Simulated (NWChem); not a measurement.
Species: CH₃FO₃Si; SMILES O=C(O)[Si@H](O)F

```xyz
9

O      1.1429    -1.3518     0.5812
C      0.1116    -1.0395     0.0015
O     -0.8325    -1.9289    -0.3618
Si    -0.2049     0.8234    -0.3931
O      1.2881     1.4897    -0.1258
F     -1.3197     1.3544     0.6799
H     -0.5151    -2.8154    -0.0632
H     -0.7049     1.1546    -1.7544
H      1.8310     0.8682     0.4046
```
Atoms are numbered in this order, from 1.

Level: PBE-D3(BJ)/def2-SVP (NWChem), optimised geometry, unscaled harmonic frequencies. 

| frequency (cm⁻¹) | IR intensity (km/mol) |
|---|---|
| 55 | 0.5 |
| 138 | 9.5 |
| 176 | 4.4 |
| 268 | 2.5 |
| 346 | 50.3 |
| 426 | 22.2 |
| 458 | 80.1 |
| 522 | 69.1 |
| 668 | 85.4 |
| 717 | 86.6 |
| 737 | 34.3 |
| 826 | 38.7 |
| 852 | 95.0 |
| 926 | 382.5 |
| 962 | 86.7 |
| 1141 | 120.4 |
| 1311 | 18.9 |
| 1736 | 206.6 |
| 2253 | 101.3 |
| 3535 | 27.5 |
| 3648 | 97.6 |

```
Property                                                                           Result
-----------------------------------------------------------------------  ----------------
zero-point energy                                                           31.0 kcal/mol
thermal correction to the enthalpy at 298.15 K (with zero-point energy)     36.0 kcal/mol
heat capacity Cv                                                         23.9 cal/(mol K)
entropy at 298.15 K and 1 atm (symmetry number 1)                        83.8 cal/(mol K)
dipole moment                                                                      2.18 D
```

Rigid rotor and harmonic oscillator; modes under 100 cm⁻¹ make the entropy uncertain.
